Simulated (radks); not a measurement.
Fe2+, configuration [Ar] 3d6. All-electron calculation, non-relativistic Kohn-Sham, LDA (Slater exchange, Perdew-Wang correlation), spin-polarised, spherical densities, point nucleus; open shells are filled with parallel spins first; hard spherical wall at 7 bohr. Program: a radial shooting solver on a logarithmic mesh with Libxc functionals.

Normalised radial functions P(r) = r R(r), r in bohr:

r	3d up	4s down
0.004245	0.0000	0.0356
0.005483	0.0000	0.0445
0.00714	0.0001	0.0554
0.009223	0.0001	0.0676
0.01201	0.0002	0.0814
0.01551	0.0005	0.0951
0.0202	0.0011	0.1077
0.02609	0.0023	0.1156
0.03398	0.0047	0.1150
0.04389	0.0093	0.1009
0.05715	0.0184	0.0670
0.07382	0.0350	0.0123
0.09613	0.0655	-0.0629
0.1242	0.1155	-0.1402
0.1617	0.1973	-0.1963
0.2089	0.3132	-0.1930
0.272	0.4706	-0.1033
0.3513	0.6460	0.0591
0.4574	0.8163	0.2415
0.5909	0.9258	0.3353
0.7694	0.9426	0.2624
0.9939	0.8601	0.0234
1.294	0.6999	-0.3095
1.672	0.5098	-0.5874
2.177	0.3167	-0.7091
2.812	0.1648	-0.6272
3.662	0.0645	-0.4049
4.73	0.0184	-0.1856
6.159	0.0028	-0.0438

3d up: eigenvalue -27.582 eV, 0 radial nodes, <r> = 1.06 bohr, 90 % of the charge inside 1.82 bohr. 4s down (empty): eigenvalue -19.239 eV, 3 radial nodes at r = 0.0774, 0.323, 1.01 bohr, <r> = 2.54 bohr, 90 % of the charge inside 3.72 bohr.
